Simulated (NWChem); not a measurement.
Molecule: Si2H4, singlet; SMILES [SiH][SiH3]

```xyz
6

Si     0.1248     1.3373     0.4861
H      1.1816     1.3556    -0.6263
Si    -0.0888    -1.0184     0.1143
H      1.2470    -1.6727     0.3224
H     -0.4973    -1.2511    -1.3122
H     -1.0830    -1.7035     0.9981
```
Atoms are numbered in this order, from 1.

All runs: NWChem. Low-valent species are run as closed-shell singlets; no triplet was tried in these runs. All runs use the structure optimised with PBE0/def2-SVP. Level: PBE0/def2-SVP with SMD (1 M gas to 1 M solution), gas-phase geometry. Reactions with the solvent are ignored.

Problem. Estimate the computed values for solvent n-hexane. Quantities: solvation free energy (kcal/mol); cavity-dispersion-structure term (kcal/mol); dipole in solution (D).

Solution. The solvation free energy (kcal/mol) is -1.7 and the cavity-dispersion-structure term (kcal/mol) is -0.9. The dipole in solution (D) is 0.29.
